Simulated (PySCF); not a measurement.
Isomers of C4H8O3Si2, mass 160.001 u with the commonest isotopes. Method used: PBE0/pcSseg-1 in PySCF (dipole) on a GFN2-xTB geometry, gas phase. One conformer each, none proved a minimum here; rigid rotors.

Question: Order these by rotational constant A, largest first.
A. `[O:1]=[C:2]=[C:3]([CH:4]=[O:5])[C@@H:6]([SiH3:7])[O:8][SiH3:9]` with C2–C3–C4–O5 178°, C2–C3–C6–Si7 -106°, C3–C6–O8–Si9 129°
B. `[CH:1]#[C:2][Si:3]([OH:4])([OH:5])[O:6][SiH2:7][CH:8]=[CH2:9]` with C2–Si3–O4–H -69°, C2–Si3–O5–H -87°, C2–Si3–O6–Si7 -114°, Si3–O6–Si7–C8 165°, O6–Si7–C8–C9 171°
C. `[CH2:1]=[CH:2][C@@H:3]1[SiH2:4][O:5][SiH2:6][O:7][C:8]1=[O:9]` with C1–C2–C3–Si4 -96°, C2–C3–Si4–O5 -170°, C3–Si4–O5–Si6 13°, Si4–O5–Si6–O7 5°, O5–Si6–O7–C8 13°

Answer: C (1977 MHz), B (1913 MHz), A (1249 MHz).

Question: Order these by out-of-plane moment Σ m c² = (Ia + Ib − Ic)/2, largest first.
A. `[CH2:1]=[CH:2][C@@H:3]1[SiH2:4][O:5][SiH2:6][O:7][C:8]1=[O:9]` with C1–C2–C3–Si4 -96°, C2–C3–Si4–O5 -170°, C3–Si4–O5–Si6 13°, Si4–O5–Si6–O7 5°, O5–Si6–O7–C8 13°
B. `[O:1]=[C:2]=[C:3]([CH:4]=[O:5])[C@@H:6]([SiH3:7])[O:8][SiH3:9]` with C2–C3–C4–O5 178°, C2–C3–C6–Si7 -106°, C3–C6–O8–Si9 129°
C. `[CH:1]#[C:2][Si:3]([OH:4])([OH:5])[O:6][SiH2:7][CH:8]=[CH2:9]` with C2–Si3–O4–H -69°, C2–Si3–O5–H -87°, C2–Si3–O6–Si7 -114°, Si3–O6–Si7–C8 165°, O6–Si7–C8–C9 171°

Answer: B (106.53 u·Å²), C (78.88 u·Å²), A (49.47 u·Å²).

Question: Order these by rotational constant C, largest first.
A. `[CH2:1]=[CH:2][C@@H:3]1[SiH2:4][O:5][SiH2:6][O:7][C:8]1=[O:9]` with C1–C2–C3–Si4 -96°, C2–C3–Si4–O5 -170°, C3–Si4–O5–Si6 13°, Si4–O5–Si6–O7 5°, O5–Si6–O7–C8 13°
B. `[CH:1]#[C:2][Si:3]([OH:4])([OH:5])[O:6][SiH2:7][CH:8]=[CH2:9]` with C2–Si3–O4–H -69°, C2–Si3–O5–H -87°, C2–Si3–O6–Si7 -114°, Si3–O6–Si7–C8 165°, O6–Si7–C8–C9 171°
C. `[O:1]=[C:2]=[C:3]([CH:4]=[O:5])[C@@H:6]([SiH3:7])[O:8][SiH3:9]` with C2–C3–C4–O5 178°, C2–C3–C6–Si7 -106°, C3–C6–O8–Si9 129°

Answer: A (746.6 MHz), C (658.2 MHz), B (541.0 MHz).

```csv
SMILES,point group,Ia (u·Å²),Ib (u·Å²),Ic (u·Å²),κ,μa (D),μb (D),μc (D)
O=C=C(C=O)[C@@H]([SiH3])O[SiH3],C1,404.66,576.21,767.80,-0.26,1.00,0.75,0.13
C=C[C@@H]1[SiH2]O[SiH2]OC1=O,C1,255.68,520.20,676.94,-0.63,0.25,2.66,1.40
C#C[Si](O)(O)O[SiH2]C=C,C1,264.17,827.75,934.17,-0.90,0.17,0.73,1.00
```
